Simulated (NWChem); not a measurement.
Atomisation of disilylmethane (CH8Si2)

```xyz
11

Si    -1.5951     0.0000     0.1819
C      0.0000     0.0000    -0.8193
Si     1.5951     0.0000     0.1819
H     -2.7882     0.0000    -0.7199
H     -1.6633    -1.2124     1.0546
H     -1.6633     1.2124     1.0546
H      0.0000     0.8855    -1.4784
H      0.0000    -0.8855    -1.4784
H      1.6633    -1.2124     1.0546
H      1.6633     1.2124     1.0546
H      2.7882     0.0000    -0.7199
```
Charge 0, spin multiplicity 1.

Everything below was run with NWChem. Structure: optimised with PBE0/def2-SVP, a minimum by its harmonic frequencies.

Basis set: def2-TZVP. The atomisation energy is electronic alone: no zero-point, thermal, spin-orbit or counterpoise terms. No value is extrapolated to the basis-set limit. Free atoms are single determinants with multiplicities Si 3, C 3, H 2. Correlated methods freeze the same cores in atoms and molecule, 11 orbitals in all.

No SCF solution was tested for a lower state. Open-shell Hartree-Fock references start from PBE0 orbitals.

**Question.** One of these methods gave an atomisation energy of 825.5 kcal/mol. Which?
A. PBE0
B. MP2
C. M06-2X
D. TPSS

**Answer.** A, PBE0. The others give 833.8 (M06-2X), 851.2 (TPSS), 800.2 (MP2).
